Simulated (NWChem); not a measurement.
Molecule: C₄H₂F₂O; SMILES Fc1ccoc1F

Computed with NWChem. Pople sets run with spherical d functions. All runs use the structure optimised with PBE0/def2-SVP.

**Question.** What does the run give for TPSS/6-311G**? Quantities: highest occupied level (eV); orbital gap (eV); dipole (D).

**Answer.** The highest occupied level (eV) is -5.48 and the orbital gap (eV) is 4.85. The dipole (D) is 1.86.
